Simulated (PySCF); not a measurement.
Frontier orbitals and the lowest excitations

C₆H₉FO.
Numbering: `[O:1]=[C:2]1[CH2:3][CH2:4][CH2:5][CH2:6][C@H:7]1[F:8]` (hydrogens: H9, H10 on C3; H11, H12 on C4; H13, H14 on C5; H15, H16 on C6; H17 on C7)

Computed, not measured: TDDFT PBE0/def2-SVPD, vertical, gas phase, core orbitals frozen in the response in PySCF 2.14.0, density-fitted response routines. Isolated species at its PBE0-D3(BJ)/def2-SVP geometry (one conformer only).

Frontier orbitals with the atoms that hold most of them (Löwdin shares over 4%, at most four atoms; ? is withheld):

```csv
orbital,ε (eV),atoms
LUMO+2,1.17,"H15 13%, C6 12%, H16 10%, H12 9%"
LUMO+1,0.56,"C5 12%, C4 10%, C6 10%, H13 9%"
LUMO,-0.95,?
HOMO,?,"O1 52%, C2 13%, C7 10%, C3 10%"
HOMO-1,-9.45,?
HOMO-2,-9.61,"C4 20%, C5 20%, H11 11%, H14 11%"
HOMO-3,-9.73,"C5 18%, C4 15%, C6 11%, O1 11%"
```

Task: Give the leading atoms of the LUMO.

Result: C2 (bonded to 2 C and O) 37%; O1 (bonded to C) 33%; C3 (bonded to 2 C and 2 H) 6%; C7 (bonded to 2 C, F and H) 5%. By element: carbon 47% or more, oxygen 33%.

Task: Which atoms hold the HOMO-1, and with what shares?

Result: C6 (bonded to 2 C and 2 H) 14%; C7 (bonded to 2 C, F and H) 14%; C5 (bonded to 2 C and 2 H) 14%; F8 (bonded to C) 13%. By element: carbon 43% or more, fluorine 13%.

Task: What is the HOMO energy, and the HOMO–LUMO gap?

Result: ε(HOMO) = -7.34 eV; the gap is 6.39 eV (0.2349 hartree).

Task: The HOMO–LUMO gap is 6.39 eV. Where does the response calculation put the lowest singlet, and from which orbitals?

Result: S1 is at 4.14 eV (f = 0.0002), 2.25 eV below the gap, made of HOMO→LUMO (98%). 

Task: One configuration dominates each of S1, S2, S3 and S5. Which, and how do the shares of the two leading atoms of either orbital change from the occupied to the empty one?

Result: 
- S1 (4.14 eV, f 0.0002), HOMO→LUMO (98%): O1 52% → 33%, C2 13% → 37%; low, almost dark, from the terminal oxygen into the C=O bond, the pattern of n→π*
- S2 (6.90 eV, f 0.0043), HOMO→LUMO+1 (96%): O1 52% → at most 10%, C2 13% → at most 10%, C5 at most 10% → 12%, C4 at most 10% → 10%
- S3 (7.14 eV, f 0.021), HOMO-1→LUMO (77%): C6 14% → at most 5%, C7 14% → 5%, C2 at most 13% → 37%, O1 at most 13% → 33%
- S5 (7.48 eV, f 0.031), HOMO-2→LUMO (71%): C4 20% → at most 5%, C5 20% → at most 5%, C2 at most 11% → 37%, O1 at most 11% → 33%
